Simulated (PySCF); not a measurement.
# Correlation energy of C⁺ (carbon, charge +1)

[He] 2s2 2p1, 2P determinant. All numbers are calculated (PySCF 2.14, the non-relativistic Hamiltonian (point nucleus), in aug-cc-pVDZ (4s3p2d, 23 functions)). Frozen: 1s2; 3 electrons correlated.

MP2 pair energies summed by pair of shells (mhartree):

| pair | energy | share (%) |
| --- | --- | --- |
| 2s-2s | -25.78 | 61.9 |
| 2s-2p | -15.87 | 38.1 |

Total MP2 correlation energy: -41.65 mhartree.

Same-spin part -2.42 and opposite-spin part -39.23 mhartree; SCS-MP2 scales them by 1/3 and 6/5 to -47.89 mhartree.

```json
{"level": "CCSD", "correlation energy (mhartree)": "-67.26"}
{"level": "(T)", "correlation energy (mhartree)": "-0.69"}
{"level": "CCSD(T)", "correlation energy (mhartree)": "-67.95"}
```

Diagnostics: T1 = 0.0091, D1 = 0.0176, largest double amplitude 0.134.

Q: Is a single reference adequate?

A: Mostly. T1 lies below 0.03, but a double amplitude of this size points to a near-degeneracy that CCSD handles and MP2 describes poorly.
